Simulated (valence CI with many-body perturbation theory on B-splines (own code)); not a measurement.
**E1 transitions of I³⁸⁺**

Method: relativistic CI+MBPT: five valence electrons over a frozen Dirac-Fock core [Ne], radial functions for each j: 11 s, 11 p, 10 d, 8 f, 5 g, 2 h, with the one-electron correlation potential Σ1, the two-electron term Σ2, the three-electron term Σ3, Breit, model QED; selected CI, second order for the rest, scaled by the run's own slope (own B-spline code, finite nucleus).

The last digits are not significant, and no measured levels were compared; by estimate large intervals hold to a few tenths of a per cent, small ones and those within an open d or f shell to about a per cent. Among the levels kept, up to 4700 cm⁻¹ of a level comes from second order outside the variational space, and about a tenth of that is noise between levels of different J, which matters for small intervals.

Lines 1 to 50 of 556 in falling wavelength, among levels below 4194.4 × 10³ cm⁻¹, chosen from the strongest by gf and those to the six lowest levels. Wavelengths and rates use the calculated energies. Electric multipoles are in the length gauge, E1 and E2 with the static RPA response of the core. Weak lines are less certain than strong ones. Lines between different terms over intervals too small for the method are left out, as are lines whose strength nearly cancels. The highest levels of a list are the least certain.

Levels are named by their leading jj configuration (3d3/2^4 stands for four electrons in 3d with j = 3/2), which in mixed levels can hold well under half, so a name can repeat and another be missing. Letters in brackets count levels of one name in rising energy.

```tsv
λ vac (Å)	Upper	Lower	A (s⁻¹)	S (a.u.) with core polarisation	S without
311.2	(3s 3p1/2^2 3p3/2^2) J=1/2	(3s^2 3p3/2^3) J=3/2	1.88e+07	5.58e-04	5.69e-04
301.7	(3s 3p1/2^2 3p3/2^2) J=3/2	(3s^2 3p3/2^3) J=3/2	3.44e+07	1.87e-03	1.91e-03
191.1	(3s^2 3p1/2 3p3/2 3d3/2) J=3/2 [a]	(3s^2 3p3/2^3) J=3/2	3.23e+07	4.46e-04	4.55e-04
164.9	(3s^2 3p1/2^2 3d3/2) J=3/2	(3s^2 3p1/2 3p3/2^2) J=5/2	2.28e+08	2.02e-03	2.06e-03
160.2	(3s^2 3p1/2 3p3/2 3d5/2) J=3/2 [a]	(3s^2 3p3/2^3) J=3/2	1.87e+08	1.52e-03	1.55e-03
160.2	(3s 3p1/2^2 3p3/2 3d3/2) J=7/2	(3s^2 3p1/2 3p3/2 3d3/2) J=5/2 [b]	1.73e+09	2.81e-02	2.87e-02
147.8	(3s^2 3p1/2 3p3/2 3d5/2) J=5/2 [a]	(3s^2 3p3/2^3) J=3/2	6.03e+08	5.77e-03	5.90e-03
140.0	(3s 3p1/2^2 3p3/2^2) J=5/2	(3s^2 3p1/2 3p3/2^2) J=5/2	1.48e+09	1.20e-02	1.23e-02
138.5	(3s 3p1/2^2 3d5/2^2) J=9/2	(3s^2 3p1/2 3d5/2^2) J=9/2	1.93e+09	2.53e-02	2.58e-02
136.9	(3s^2 3p1/2 3p3/2 3d3/2) J=5/2 [b]	(3s^2 3p3/2^3) J=3/2	3.36e+08	2.55e-03	2.60e-03
135.4	(3s 3p1/2^2 3p3/2 3d5/2) J=9/2	(3s^2 3p1/2 3p3/2 3d5/2) J=9/2	2.86e+09	3.50e-02	3.58e-02
131.6	(3s 3p1/2^2 3d5/2^2) J=9/2	(3s 3p1/2 3p3/2^2 3d5/2) J=7/2 [b]	3.25e+09	3.66e-02	3.73e-02
131.1	(3s^2 3p1/2 3p3/2 3d3/2) J=1/2 [b]	(3s^2 3p3/2^3) J=3/2	7.42e+08	1.65e-03	1.68e-03
130.3	(3s^2 3p1/2 3d3/2 3d5/2) J=9/2	(3s^2 3p3/2^2 3d3/2) J=7/2	2.32e+09	2.53e-02	2.58e-02
128.8	(3s 3p1/2^2 3p3/2 3d3/2) J=7/2	(3s^2 3p1/2 3p3/2 3d3/2) J=7/2	3.33e+09	2.81e-02	2.87e-02
128.5	(3s 3p1/2^2 3p3/2^2) J=5/2	(3s^2 3p1/2 3p3/2^2) J=3/2	2.66e+09	1.67e-02	1.70e-02
128.3	(3s 3p1/2 3p3/2^2 3d5/2) J=9/2 [b]	(3s^2 3p3/2^2 3d5/2) J=7/2	2.79e+09	2.90e-02	2.96e-02
124.7	(3s 3p1/2 3p3/2^2 3d5/2) J=11/2	(3s^2 3p3/2^2 3d5/2) J=9/2	7.59e+09	8.70e-02	8.88e-02
124.2	(3s 3p1/2^2 3p3/2 3d5/2) J=9/2	(3s^2 3p1/2 3p3/2 3d5/2) J=7/2 [a]	7.26e+09	6.87e-02	7.01e-02
124.2	(3s 3p1/2^2 3p3/2 3d3/2) J=5/2 [a]	(3s^2 3p1/2 3p3/2 3d3/2) J=5/2 [a]	3.85e+09	2.18e-02	2.23e-02
123.3	(3p1/2^2 3p3/2^2 3d3/2) J=5/2	(3s^2 3p1/2 3d3/2 3d5/2) J=5/2 [b]	4.28e+09	2.37e-02	2.42e-02
122.5	(3s 3p1/2^2 3d3/2^2) J=5/2	(3s^2 3p1/2 3d3/2^2) J=5/2	4.84e+09	2.64e-02	2.69e-02
121.4	(3s 3p1/2 3p3/2^3) J=3/2 [a]	(3s^2 3p3/2^3) J=3/2	5.04e+07	1.78e-04	1.82e-04
121.3	(3s 3p1/2 3p3/2^2 3d5/2) J=7/2 [g]	(3s^2 3p3/2^2 3d5/2) J=5/2 [b]	3.19e+09	2.25e-02	2.30e-02
117.5	(3s 3p1/2^2 3p3/2^2) J=1/2	(3s^2 3p1/2 3p3/2^2) J=1/2	1.02e+10	1.63e-02	1.66e-02
116.8	(3s^2 3p1/2 3p3/2 3d5/2) J=5/2 [b]	(3s^2 3p3/2^3) J=3/2	1.15e+09	5.44e-03	5.56e-03
116.8	(3s^2 3p1/2^2 3d5/2) J=5/2	(3s^2 3p1/2 3p3/2^2) J=5/2	1.62e+09	7.64e-03	7.80e-03
116.4	(3s^2 3p1/2 3p3/2 3d5/2) J=1/2	(3s^2 3p3/2^3) J=3/2	1.51e+09	2.36e-03	2.41e-03
116.1	(3s 3p1/2^2 3p3/2 3d5/2) J=5/2 [a]	(3s^2 3p1/2 3p3/2 3d5/2) J=5/2 [a]	4.89e+09	2.27e-02	2.31e-02
115.4	(3s 3p1/2^2 3d5/2^2) J=9/2	(3s 3p1/2 3p3/2^2 3d5/2) J=11/2	3.09e+09	2.34e-02	2.39e-02
114.0	(3s 3p1/2 3p3/2^2 3d5/2) J=7/2 [e]	(3s^2 3p3/2^2 3d5/2) J=5/2 [a]	3.35e+09	1.96e-02	2.00e-02
112.0	(3s 3p1/2^2 3p3/2 3d5/2) J=3/2 [a]	(3s^2 3p1/2 3p3/2 3d5/2) J=5/2 [a]	1.03e+10	2.86e-02	2.92e-02
110.5	(3s 3p1/2^2 3p3/2 3d5/2) J=5/2 [b]	(3s^2 3p1/2 3p3/2 3d5/2) J=7/2 [b]	7.83e+09	3.13e-02	3.19e-02
109.7	(3s^2 3p1/2 3p3/2 3d5/2) J=3/2 [b]	(3s^2 3p3/2^3) J=3/2	1.36e+08	3.56e-04	3.64e-04
109.4	(3s 3p1/2^2 3d5/2^2) J=9/2	(3s 3p1/2 3p3/2^2 3d5/2) J=9/2 [b]	4.69e+09	3.03e-02	3.10e-02
109.4	(3s 3p1/2^2 3p3/2 3d5/2) J=5/2 [a]	(3s^2 3p1/2 3p3/2 3d5/2) J=3/2 [a]	6.18e+09	2.40e-02	2.45e-02
109.2	(3s 3p1/2 3p3/2^2 3d5/2) J=7/2 [f]	(3s^2 3p3/2^2 3d5/2) J=5/2 [a]	4.50e+09	2.31e-02	2.36e-02
109.2	(3s 3p1/2^2 3d3/2 3d5/2) J=9/2	(3s 3p1/2 3p3/2^2 3d3/2) J=9/2	3.12e+09	2.00e-02	2.04e-02
108.6	(3s^2 3p1/2^2 3d5/2) J=5/2	(3s^2 3p1/2 3p3/2^2) J=3/2	2.87e+09	1.09e-02	1.11e-02
107.9	(3s 3p1/2 3p3/2^2 3d5/2) J=5/2 [g]	(3s^2 3p3/2^2 3d5/2) J=5/2 [b]	6.22e+09	2.31e-02	2.36e-02
107.6	(3s^2 3p1/2 3p3/2 3d5/2) J=5/2 [c]	(3s^2 3p3/2^3) J=3/2	3.94e+09	1.45e-02	1.49e-02
106.3	(3s 3p1/2^2 3p3/2^2) J=3/2	(3s^2 3p1/2 3p3/2^2) J=5/2	1.08e+10	2.57e-02	2.62e-02
105.5	(3s 3p1/2^2 3d5/2^2) J=7/2	(3s 3p1/2 3p3/2^2 3d5/2) J=9/2 [b]	1.11e+10	5.13e-02	5.24e-02
105.0	(3p1/2^2 3p3/2^3) J=3/2	(3s^2 3p1/2 3p3/2 3d5/2) J=5/2 [c]	8.30e+09	1.89e-02	1.93e-02
104.9	(3s 3p1/2^2 3d3/2 3d5/2) J=7/2 [b]	(3s 3p1/2 3p3/2^2 3d3/2) J=9/2	1.61e+10	7.34e-02	7.49e-02
104.7	(3p1/2^2 3p3/2^2 3d3/2) J=3/2	(3s^2 3p1/2 3d3/2 3d5/2) J=5/2 [a]	8.25e+09	1.87e-02	1.91e-02
102.9	(3s^2 3p1/2 3d5/2^2) J=9/2	(3s^2 3p3/2^2 3d5/2) J=7/2	4.04e+09	2.17e-02	2.22e-02
102.9	(3s 3p1/2^2 3p3/2 3d5/2) J=7/2 [b]	(3s^2 3p1/2 3p3/2 3d5/2) J=9/2	1.13e+10	4.87e-02	4.97e-02
102.6	(3s 3p1/2^2 3p3/2 3d3/2) J=5/2 [b]	(3s^2 3p1/2 3p3/2 3d3/2) J=7/2	1.21e+10	3.88e-02	3.96e-02
100.7	(3p1/2^2 3p3/2^2 3d3/2) J=5/2	(3s^2 3p1/2 3d3/2 3d5/2) J=7/2	1.19e+10	3.59e-02	3.66e-02
```
